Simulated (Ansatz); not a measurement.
A nudged elastic band was laid between two geometries of AlH6NOS (10 atoms, charge 0, multiplicity 1).

The calculation used RKS PBE-D4/6-31G* (Ansatz 0.2.0).

```json
{
 "movable images": "7",
 "climbing image": "yes",
 "spring": "5.0 eV/Å²",
 "optimiser": "quadratic models (default)",
 "start path": "through a guess of the saddle point",
 "force threshold": "0.03 eV/Å",
 "iteration limit": "60",
 "end points": "relaxed"
}
```

Initial state:

```xyz
10
Properties=species:S:1:pos:R:3
Al -0.075 0.247 0.096
O -0.270 -0.310 1.763
H -0.405 -1.269 1.875
N 1.519 -0.031 -0.695
H 2.382 -0.318 -0.235
H 1.655 0.020 -1.705
H -1.331 0.448 -0.880
S -0.040 2.611 1.250
H 1.304 2.652 1.448
H -0.251 1.822 2.344
```

Final state:

```xyz
10
Properties=species:S:1:pos:R:3
Al 0.048 0.581 0.057
O -0.127 -0.236 1.947
H -1.015 -0.646 2.031
N 1.607 0.108 -0.700
H 1.697 -0.679 -1.341
H 2.508 0.564 -0.574
H -1.331 -0.001 -0.520
S -0.037 2.667 0.974
H 1.307 2.890 0.943
H -0.169 0.623 2.444
```

Q: Which bonds break or form, and what moves?

A: Bonds broken: S8–H10. Bonds formed: O2–H10.

Q: What energy profile does the band end with?

A: The run converged. The highest image is number 3 of 0 to 8, 0.081 eV above the first end and 0.420 eV above the last; the last end lies 0.339 eV below the first. The profile has 2 maxima (images 3, 5) with wells between them (image 4): this band takes more than one step, which may be the mechanism or a detour left from its start path. A vibrational analysis at the climbing image gives one clearly imaginary mode, 534i cm⁻¹: a first-order saddle point. The orbitals stay closed-shell, which can raise the energy where a bond breaks towards radicals; this wasn't checked here.

```json
{"image": "0", "path coordinate (Å)": "0.00", "energy (eV)": "0.000", "S8–H10 (Å)": "1.37", "O2–H10 (Å)": "2.21"}
{"image": "1", "path coordinate (Å)": "0.39", "energy (eV)": "0.011", "S8–H10 (Å)": "1.38", "O2–H10 (Å)": "2.01"}
{"image": "2", "path coordinate (Å)": "0.79", "energy (eV)": "0.030", "S8–H10 (Å)": "1.40", "O2–H10 (Å)": "1.80"}
{"image": "3", "path coordinate (Å)": "1.18", "energy (eV)": "0.081", "S8–H10 (Å)": "1.55", "O2–H10 (Å)": "1.42"}
{"image": "4", "path coordinate (Å)": "1.94", "energy (eV)": "-0.299", "S8–H10 (Å)": "2.31", "O2–H10 (Å)": "1.01"}
{"image": "5", "path coordinate (Å)": "2.69", "energy (eV)": "-0.276", "S8–H10 (Å)": "2.51", "O2–H10 (Å)": "1.00"}
{"image": "6", "path coordinate (Å)": "3.45", "energy (eV)": "-0.287", "S8–H10 (Å)": "2.61", "O2–H10 (Å)": "0.99"}
{"image": "7", "path coordinate (Å)": "4.21", "energy (eV)": "-0.323", "S8–H10 (Å)": "2.64", "O2–H10 (Å)": "0.99"}
{"image": "8", "path coordinate (Å)": "4.96", "energy (eV)": "-0.339", "S8–H10 (Å)": "2.52", "O2–H10 (Å)": "0.99"}
```

Q: What is the geometry of the highest image?

A: 
```xyz
10
Properties=species:S:1:pos:R:3:forces:R:3
Al 0.002 0.372 0.035 0.00 0.00 0.00
O -0.044 -0.243 1.778 0.00 0.00 0.00
H -0.830 -0.764 2.035 0.00 0.00 0.00
N 1.556 -0.032 -0.767 0.00 0.00 0.00
H 2.416 -0.266 -0.273 0.00 0.00 0.00
H 1.754 0.167 -1.747 0.00 0.00 0.00
H -1.384 0.362 -0.760 0.00 0.00 0.00
S -0.071 2.525 1.350 0.00 0.00 0.00
H 1.269 2.604 1.568 0.00 0.00 0.00
H -0.180 1.146 2.041 0.00 0.00 0.00
```

Time of the run: 7.7 min on 1 thread of Arm Neoverse V1, with other jobs on the host, peak memory 0.12 GiB.
